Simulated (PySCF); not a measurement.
PySCF job for C5H12, SMILES C(CCC)C, PBE-D3(BJ)/def2-SVP. Geometry: PBE-D3(BJ)/def2-SVP. Other conformers were not sampled.

```python
import numpy as np
from pyscf import gto, scf, dft, df
from pyscf.hessian import thermo

mol = gto.M(
    atom='''
    C     2.37615123    0.52895609    0.32489358
    C     0.99435225   -0.10513333    0.48974082
    C     0.09062911    0.08699990   -0.73372682
    C    -1.28945571   -0.57795063   -0.63023943
    C    -2.19482547    0.00051300    0.46024689
    H     2.91584859    0.10042402   -0.54574913
    H     3.01105355    0.37436499    1.22066467
    H     2.29894420    1.62353901    0.15536376
    H     1.10288158   -1.19470495    0.69155705
    H     0.50111438    0.31829765    1.39166202
    H    -0.04068120    1.17755107   -0.92220733
    H     0.61697093   -0.30945722   -1.63045751
    H    -1.80199636   -0.48973248   -1.61258646
    H    -1.15420307   -1.66988659   -0.46026194
    H    -3.19313842   -0.48199923    0.45692371
    H    -1.76716613   -0.13930092    1.47410374
    H    -2.35073639    1.09059461    0.31549733
    ''',
    basis='def2-SVP',
    charge=0,
    spin=0,
    max_memory=1600,
    verbose=3,
)
mf = dft.RKS(mol, xc='pbe').density_fit(auxbasis='def2-universal-jkfit')
mf.disp = 'd3bj'
mf.grids.level = 3
mf.conv_tol = 1e-11
mf.max_cycle = 100
mf.kernel()

# [left out here: the lines that compute and print the analytic Hessian (its translational invariance restored by hand, since the grid's response is missing), thermochemistry and intensities]
```

Output:

```
converged SCF energy = -197.338662593559

WARN: DFTD3 does not support analytical Hessian, using finite difference


WARN: Mole.unit (angstrom) is changed to Bohr

Mode                                 0                   1                   2
Irrep
Freq [cm^-1]                       82.3378            125.7960            205.7822
Reduced mass [au]                   1.7681              1.8477              1.4651
Force const [Dyne/A]                0.0071              0.0172              0.0366
Char temp [K]                     118.4658            180.9924            296.0747
Normal mode                   x     y     z       x     y     z       x     y     z
       0   C                -0.03  0.08  0.03    0.06 -0.05 -0.05    0.02  0.03 -0.08
       1   C                 0.05 -0.12 -0.04    0.04  0.01  0.02    0.05 -0.02  0.06
       2   C                 0.00 -0.04  0.00   -0.02  0.08  0.07    0.02 -0.03  0.08
       3   C                -0.01 -0.02  0.03    0.03 -0.02  0.04   -0.01  0.01 -0.00
       4   C                -0.01  0.08 -0.02   -0.10 -0.01 -0.07   -0.07 -0.01 -0.04
       5   H                -0.01  0.33 -0.08   -0.03 -0.04 -0.11   -0.06  0.04 -0.12
       6   H                 0.02 -0.01 -0.03    0.12 -0.12 -0.10    0.12  0.09 -0.14
       7   H                -0.18  0.11  0.25    0.11 -0.04  0.00   -0.05  0.03 -0.10
       8   H                 0.19 -0.14 -0.22    0.01 -0.00 -0.04    0.10 -0.01  0.07
       9   H                 0.02 -0.32  0.03    0.11 -0.01  0.06    0.09 -0.01  0.08
      10   H                 0.01 -0.03  0.07   -0.09  0.09  0.17    0.04 -0.03  0.08
      11   H                -0.04 -0.00 -0.04   -0.02  0.19  0.02    0.02 -0.03  0.08
      12   H                 0.00 -0.08  0.02    0.08 -0.15  0.00    0.06  0.10 -0.03
      13   H                -0.03 -0.01  0.11    0.12  0.01  0.14   -0.08 -0.00 -0.06
      14   H                -0.01  0.07  0.03   -0.01 -0.21 -0.01   -0.19  0.25 -0.34
[...]
       9   H                 0.03  0.10 -0.03    0.01 -0.13  0.06    0.06 -0.34  0.15
      10   H                -0.12  0.03  0.18   -0.06  0.02  0.13   -0.10  0.02  0.14
      11   H                 0.02 -0.20  0.09   -0.03 -0.14  0.03   -0.01 -0.16  0.07
      12   H                 0.05  0.07 -0.05    0.04  0.23 -0.03   -0.03 -0.11  0.00
      13   H                 0.02  0.03  0.12    0.16  0.02  0.18   -0.08 -0.01 -0.07
      14   H                 0.19 -0.41  0.34    0.05 -0.15 -0.30    0.01 -0.01  0.19
      15   H                -0.37 -0.05  0.13    0.14  0.52  0.01   -0.12 -0.25  0.02
      16   H                 0.43  0.07 -0.03    0.23  0.08  0.42   -0.02 -0.02 -0.21
Mode                                33                  34                  35
Irrep
Freq [cm^-1]                     2942.4675           2955.1343           2957.0349
Reduced mass [au]                   1.0624              1.0643              1.0631
Force const [Dyne/A]                5.4194              5.4763              5.4768
Char temp [K]                    4233.5556           4251.7803           4254.5149
Normal mode                   x     y     z       x     y     z       x     y     z
       0   C                -0.00 -0.00 -0.00    0.00  0.00 -0.00    0.00  0.01 -0.01
       1   C                -0.00 -0.01  0.01   -0.01 -0.02  0.02   -0.01 -0.04  0.04
       2   C                 0.01  0.04 -0.04    0.00 -0.02 -0.00   -0.01 -0.00  0.02
       3   C                 0.00 -0.00  0.01    0.01  0.05  0.02   -0.01 -0.03 -0.02
       4   C                 0.00 -0.00 -0.00   -0.00 -0.01 -0.00    0.00  0.00 -0.00
       5   H                 0.01 -0.01 -0.03   -0.03  0.02  0.04   -0.02  0.02  0.04
       6   H                 0.02 -0.01  0.03   -0.01  0.00 -0.02    0.00 -0.00  0.01
       7   H                -0.01  0.03 -0.00    0.01 -0.07  0.01    0.01 -0.08  0.01
       8   H                -0.03  0.23 -0.04   -0.03  0.32 -0.05   -0.08  0.68 -0.11
       9   H                 0.06 -0.06 -0.11    0.12 -0.11 -0.21    0.20 -0.18 -0.35
      10   H                 0.10 -0.74  0.11   -0.02  0.20 -0.03   -0.01  0.11 -0.01
      11   H                -0.25  0.20  0.41   -0.02  0.02  0.04    0.11 -0.09 -0.19
      12   H                -0.04  0.01 -0.09   -0.20  0.05 -0.39    0.12 -0.03  0.24
      13   H                -0.00  0.04 -0.00    0.09 -0.69  0.12   -0.04  0.33 -0.06
      14   H                -0.02 -0.01 -0.00    0.01  0.01  0.00   -0.04 -0.02 -0.00
      15   H                 0.01 -0.01  0.03    0.02 -0.01  0.04    0.01 -0.00  0.03
      16   H                -0.00  0.02 -0.01   -0.01  0.07 -0.01   -0.00  0.01 -0.00
Mode                                36                  37                  38
Irrep
Freq [cm^-1]                     2962.7099           2965.8070           2985.5688
Reduced mass [au]                   1.0376              1.0381              1.0980
Force const [Dyne/A]                5.3659              5.3800              5.7662
Char temp [K]                    4262.6799           4267.1359           4295.5687
Normal mode                   x     y     z       x     y     z       x     y     z
       0   C                -0.04 -0.02  0.01   -0.00  0.00 -0.00    0.00 -0.01 -0.00
       1   C                 0.00 -0.00  0.00    0.00 -0.01  0.00   -0.02  0.03  0.03
       2   C                -0.00 -0.00  0.00    0.00  0.00  0.00    0.03 -0.05 -0.04
       3   C                -0.00  0.00 -0.00    0.00  0.00  0.00   -0.01 -0.01 -0.01
       4   C                -0.00 -0.00 -0.00   -0.03  0.03  0.03   -0.00  0.00  0.00
       5   H                 0.28 -0.24 -0.47    0.00 -0.00 -0.00   -0.03  0.02  0.05
       6   H                 0.28 -0.08  0.41    0.00 -0.00  0.01    0.01 -0.00  0.01
       7   H                -0.05  0.57 -0.09    0.00 -0.00  0.00   -0.00  0.05 -0.01
       8   H                -0.01  0.07 -0.01   -0.01  0.09 -0.02    0.02 -0.24  0.05
       9   H                 0.02 -0.02 -0.04   -0.00 -0.00  0.00    0.20 -0.17 -0.37
      10   H                -0.01  0.07 -0.01    0.00 -0.02  0.00   -0.05  0.41 -0.08
      11   H                 0.02 -0.01 -0.03    0.00 -0.00 -0.00   -0.30  0.23  0.52
      12   H                -0.00  0.00 -0.00   -0.02  0.01 -0.04    0.08 -0.02  0.15
      13   H                 0.01 -0.04  0.01    0.00 -0.02  0.01   -0.02  0.11 -0.02
      14   H                -0.00 -0.00 -0.00    0.46  0.23  0.01    0.01  0.01 -0.00
      15   H                 0.00 -0.00  0.01   -0.21  0.07 -0.47   -0.01  0.00 -0.01
      16   H                -0.00  0.01 -0.00    0.08 -0.63  0.09    0.01 -0.05  0.01
Mode                                39                  40                  41
Irrep
Freq [cm^-1]                     3001.2349           3008.3275           3046.2671
Reduced mass [au]                   1.1012              1.1038              1.1032
Force const [Dyne/A]                5.8439              5.8858              6.0315
Char temp [K]                    4318.1088           4328.3135           4382.9002
Normal mode                   x     y     z       x     y     z       x     y     z
       0   C                 0.00 -0.01 -0.00    0.01 -0.02 -0.01    0.03 -0.07 -0.03
       1   C                -0.01  0.02  0.01   -0.02  0.05  0.03    0.01 -0.02 -0.01
       2   C                -0.01  0.00  0.01   -0.02  0.04  0.02    0.00 -0.00 -0.00
       3   C                 0.03 -0.04  0.06   -0.01  0.02 -0.02    0.00 -0.00  0.00
       4   C                -0.01  0.01 -0.01   -0.00 -0.00  0.00    0.00 -0.00  0.00
       5   H                -0.02  0.02  0.04   -0.08  0.06  0.13   -0.31  0.24  0.51
       6   H                 0.01 -0.00  0.01    0.01 -0.01  0.01    0.01 -0.01 -0.01
       7   H                -0.00  0.06 -0.01   -0.01  0.15 -0.03   -0.05  0.64 -0.11
       8   H                 0.01 -0.16  0.03    0.04 -0.39  0.08   -0.01  0.15 -0.03
       9   H                 0.11 -0.10 -0.21    0.25 -0.22 -0.46   -0.08  0.07  0.15
      10   H                -0.00  0.01 -0.00    0.04 -0.32  0.06   -0.01  0.04 -0.01
      11   H                 0.08 -0.06 -0.13    0.18 -0.14 -0.31   -0.02  0.02  0.04
      12   H                -0.33  0.06 -0.64    0.11 -0.02  0.20   -0.01  0.00 -0.02
      13   H                -0.05  0.45 -0.06    0.03 -0.24  0.04   -0.00  0.02 -0.00
      14   H                 0.00  0.01 -0.00    0.04  0.02  0.00   -0.01 -0.01  0.00
      15   H                 0.07 -0.02  0.15   -0.02  0.01 -0.05   -0.02  0.01 -0.05
      16   H                 0.01 -0.11  0.01   -0.00  0.02 -0.00   -0.01  0.04 -0.01
Mode                                42                  43                  44
Irrep
Freq [cm^-1]                     3049.8348           3055.8839           3058.0445
Reduced mass [au]                   1.1025              1.1028              1.1026
Force const [Dyne/A]                6.0419              6.0675              6.0749
Char temp [K]                    4388.0333           4396.7365           4399.8452
Normal mode                   x     y     z       x     y     z       x     y     z
       0   C                 0.00 -0.01  0.00   -0.03  0.03 -0.08    0.00  0.00  0.01
       1   C                 0.00 -0.00 -0.00    0.00  0.00 -0.00   -0.00  0.00  0.00
       2   C                -0.00  0.00 -0.00    0.00 -0.00  0.00   -0.00  0.00  0.00
       3   C                -0.01  0.01 -0.01    0.00  0.00  0.00    0.01 -0.00  0.01
       4   C                 0.01  0.08 -0.04    0.01  0.01  0.00    0.07  0.02  0.05
       5   H                -0.01  0.01  0.02   -0.17  0.14  0.25    0.03 -0.03 -0.05
       6   H                -0.02  0.01 -0.03    0.46 -0.12  0.66   -0.05  0.01 -0.07
       7   H                -0.00  0.05 -0.01    0.02 -0.34  0.04   -0.00  0.01  0.00
       8   H                 0.00  0.01 -0.00    0.00 -0.04  0.01    0.00 -0.01  0.00
       9   H                -0.02  0.01  0.03   -0.02  0.02  0.04    0.02 -0.02 -0.04
      10   H                -0.00 -0.02  0.00    0.00 -0.00  0.00   -0.00  0.00  0.00
      11   H                 0.00 -0.00 -0.00   -0.00  0.00  0.01    0.01 -0.00 -0.01
      12   H                 0.05 -0.01  0.10   -0.00  0.00 -0.01   -0.05  0.01 -0.10
      13   H                 0.02 -0.14  0.02    0.00 -0.01  0.00   -0.00  0.02 -0.00
      14   H                -0.39 -0.18 -0.01   -0.09 -0.04 -0.00   -0.61 -0.30  0.00
      15   H                 0.18 -0.04  0.40   -0.02  0.01 -0.04   -0.25  0.09 -0.58
      16   H                 0.10 -0.68  0.09    0.01 -0.03  0.01    0.02 -0.01  0.01
temperature 298.1500 [K]
pressure 101325.00 [Pa]
Rotational constants [GHz] 11.59443 2.25405 2.08427
Symmetry number 1
Zero-point energy (ZPE) 0.15586 [Eh]   409207.500 [J/mol]
                           tot       elec      trans        rot        vib
Entropy [J/mol/K]       338.839      0.000    162.109    109.543     67.187
Cv [J/mol/K]            105.337      0.000     12.472     12.472     80.393
Cp [J/mol/K]            113.651      0.000     20.786     12.472     80.393
Internal energy [J/mol]                      3718.434   3718.434 420479.065
Internal energy [Eh]   -197.17568  -197.33866
Enthalpy [J/mol]                             6197.391   3718.434 420479.065
Enthalpy [Eh]          -197.17473
Gibbs free energy [J/mol]                  -42135.468 -28941.795 400447.362
Gibbs free energy [Eh] -197.21321
mode   freq/cm-1   IR/(km/mol)
   1       82.34         0.009
   2      125.80         0.043
   3      205.78         0.026
   4      246.90         0.006
   5      285.61         0.075
   6      325.29         0.080
   7      462.39         0.293
   8      719.43         4.698
   9      749.37         2.025
  10      828.24         0.436
  11      844.42         2.137
  12      905.03         3.592
  13      966.48         0.422
  14      989.82         0.685
  15     1035.41         0.249
  16     1080.15         0.121
  17     1119.42         1.954
  18     1143.14         0.562
  19     1211.66         1.315
  20     1240.18         0.225
  21     1274.47         0.148
  22     1278.61         2.364
  23     1318.22         2.725
  24     1342.96         0.591
  25     1350.88         4.255
  26     1354.45         2.888
  27     1404.88         1.082
  28     1410.66         1.067
  29     1417.89         1.992
  30     1420.04         7.729
  31     1422.81         3.686
  32     1429.94         4.109
  33     1433.19         6.080
  34     2942.47        12.643
  35     2955.13        19.692
  36     2957.03        40.463
  37     2962.71        34.249
  38     2965.81        23.722
  39     2985.57         8.430
  40     3001.23        21.645
  41     3008.33        41.775
  42     3046.27        41.559
  43     3049.83        27.142
  44     3055.88        23.472
  45     3058.04        33.968
max |gradient| / (hartree/bohr): 2.738467302912628e-05
APT charges: [ 0.0653  0.095   0.0959  0.1274  0.0344 -0.0232 -0.0275 -0.0212 -0.0497
 -0.0382 -0.0487 -0.0514 -0.056  -0.0502 -0.0223 -0.0105 -0.0194]
```

The run converged.

Cost: roughly 4 core-minutes.
